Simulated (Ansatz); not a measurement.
The cluster NaAu4⁻. Charge -1, multiplicity 1. Geometry PBE-D4/def2-SVPD.

```xyz
5

Na    0.514    0.030   -1.066
Au    1.846    1.332    1.292
Au   -0.448    0.156    1.705
Au    0.801   -0.436   -3.734
Au   -2.714   -1.083    1.804
```

In the def2 sets Au takes a core potential; there is no spin–orbit coupling. LC-ωPBE has ω = 0.4 bohr⁻¹. The structure comes from a short search, and lower isomers may exist.

(1) Estimate the orbital energies around the gap (eV) in Ansatz with PBE-D4/def2-TZVPD, r2SCAN-D4/def2-TZVPD, PBE0-D4/def2-TZVPD, r2SCAN0-D4/def2-TZVPD, LC-ωPBE/def2-TZVPD.

Answers

(1) 
```json
{"orbital": "HOMO−13", "PBE-D4/def2-TZVPD": "-3.32", "r2SCAN-D4/def2-TZVPD": "-3.57", "PBE0-D4/def2-TZVPD": "-4.79", "r2SCAN0-D4/def2-TZVPD": "-5.01", "LC-ωPBE/def2-TZVPD": "-7.36"}
{"orbital": "HOMO−12", "PBE-D4/def2-TZVPD": "-3.31", "r2SCAN-D4/def2-TZVPD": "-3.52", "PBE0-D4/def2-TZVPD": "-4.44", "r2SCAN0-D4/def2-TZVPD": "-4.65", "LC-ωPBE/def2-TZVPD": "-6.98"}
{"orbital": "HOMO−11", "PBE-D4/def2-TZVPD": "-2.96", "r2SCAN-D4/def2-TZVPD": "-3.22", "PBE0-D4/def2-TZVPD": "-4.44", "r2SCAN0-D4/def2-TZVPD": "-4.65", "LC-ωPBE/def2-TZVPD": "-6.97"}
{"orbital": "HOMO−10", "PBE-D4/def2-TZVPD": "-2.96", "r2SCAN-D4/def2-TZVPD": "-3.21", "PBE0-D4/def2-TZVPD": "-4.25", "r2SCAN0-D4/def2-TZVPD": "-4.43", "LC-ωPBE/def2-TZVPD": "-6.53"}
{"orbital": "HOMO−9", "PBE-D4/def2-TZVPD": "-2.73", "r2SCAN-D4/def2-TZVPD": "-2.94", "PBE0-D4/def2-TZVPD": "-4.02", "r2SCAN0-D4/def2-TZVPD": "-4.21", "LC-ωPBE/def2-TZVPD": "-6.43"}
{"orbital": "HOMO−8", "PBE-D4/def2-TZVPD": "-2.66", "r2SCAN-D4/def2-TZVPD": "-2.87", "PBE0-D4/def2-TZVPD": "-3.98", "r2SCAN0-D4/def2-TZVPD": "-4.16", "LC-ωPBE/def2-TZVPD": "-6.40"}
{"orbital": "HOMO−7", "PBE-D4/def2-TZVPD": "-2.61", "r2SCAN-D4/def2-TZVPD": "-2.82", "PBE0-D4/def2-TZVPD": "-3.92", "r2SCAN0-D4/def2-TZVPD": "-4.10", "LC-ωPBE/def2-TZVPD": "-6.30"}
{"orbital": "HOMO−6", "PBE-D4/def2-TZVPD": "-2.41", "r2SCAN-D4/def2-TZVPD": "-2.55", "PBE0-D4/def2-TZVPD": "-3.64", "r2SCAN0-D4/def2-TZVPD": "-3.79", "LC-ωPBE/def2-TZVPD": "-6.15"}
{"orbital": "HOMO−5", "PBE-D4/def2-TZVPD": "-2.20", "r2SCAN-D4/def2-TZVPD": "-2.36", "PBE0-D4/def2-TZVPD": "-3.52", "r2SCAN0-D4/def2-TZVPD": "-3.68", "LC-ωPBE/def2-TZVPD": "-6.06"}
{"orbital": "HOMO−4", "PBE-D4/def2-TZVPD": "-2.04", "r2SCAN-D4/def2-TZVPD": "-2.21", "PBE0-D4/def2-TZVPD": "-3.52", "r2SCAN0-D4/def2-TZVPD": "-3.68", "LC-ωPBE/def2-TZVPD": "-6.06"}
{"orbital": "HOMO−3", "PBE-D4/def2-TZVPD": "-2.03", "r2SCAN-D4/def2-TZVPD": "-2.21", "PBE0-D4/def2-TZVPD": "-3.35", "r2SCAN0-D4/def2-TZVPD": "-3.50", "LC-ωPBE/def2-TZVPD": "-5.90"}
{"orbital": "HOMO−2", "PBE-D4/def2-TZVPD": "-1.84", "r2SCAN-D4/def2-TZVPD": "-2.02", "PBE0-D4/def2-TZVPD": "-3.35", "r2SCAN0-D4/def2-TZVPD": "-3.50", "LC-ωPBE/def2-TZVPD": "-5.90"}
{"orbital": "HOMO−1", "PBE-D4/def2-TZVPD": "-1.84", "r2SCAN-D4/def2-TZVPD": "-2.02", "PBE0-D4/def2-TZVPD": "-2.96", "r2SCAN0-D4/def2-TZVPD": "-3.11", "LC-ωPBE/def2-TZVPD": "-4.73"}
{"orbital": "HOMO", "PBE-D4/def2-TZVPD": "-1.39", "r2SCAN-D4/def2-TZVPD": "-1.53", "PBE0-D4/def2-TZVPD": "-2.03", "r2SCAN0-D4/def2-TZVPD": "-2.18", "LC-ωPBE/def2-TZVPD": "-3.93"}
{"orbital": "LUMO", "PBE-D4/def2-TZVPD": "-0.16", "r2SCAN-D4/def2-TZVPD": "-0.02", "PBE0-D4/def2-TZVPD": "0.60", "r2SCAN0-D4/def2-TZVPD": "0.66", "LC-ωPBE/def2-TZVPD": "2.40"}
{"orbital": "LUMO+1", "PBE-D4/def2-TZVPD": "1.19", "r2SCAN-D4/def2-TZVPD": "1.42", "PBE0-D4/def2-TZVPD": "1.80", "r2SCAN0-D4/def2-TZVPD": "1.92", "LC-ωPBE/def2-TZVPD": "2.76"}
{"orbital": "LUMO+2", "PBE-D4/def2-TZVPD": "1.43", "r2SCAN-D4/def2-TZVPD": "1.66", "PBE0-D4/def2-TZVPD": "1.92", "r2SCAN0-D4/def2-TZVPD": "2.06", "LC-ωPBE/def2-TZVPD": "2.90"}
{"orbital": "LUMO+3", "PBE-D4/def2-TZVPD": "1.95", "r2SCAN-D4/def2-TZVPD": "2.26", "PBE0-D4/def2-TZVPD": "2.32", "r2SCAN0-D4/def2-TZVPD": "2.50", "LC-ωPBE/def2-TZVPD": "2.98"}
{"orbital": "LUMO+4", "PBE-D4/def2-TZVPD": "2.25", "r2SCAN-D4/def2-TZVPD": "2.57", "PBE0-D4/def2-TZVPD": "2.52", "r2SCAN0-D4/def2-TZVPD": "2.77", "LC-ωPBE/def2-TZVPD": "3.51"}
{"orbital": "LUMO+5", "PBE-D4/def2-TZVPD": "2.29", "r2SCAN-D4/def2-TZVPD": "2.60", "PBE0-D4/def2-TZVPD": "2.83", "r2SCAN0-D4/def2-TZVPD": "2.98", "LC-ωPBE/def2-TZVPD": "4.05"}
```
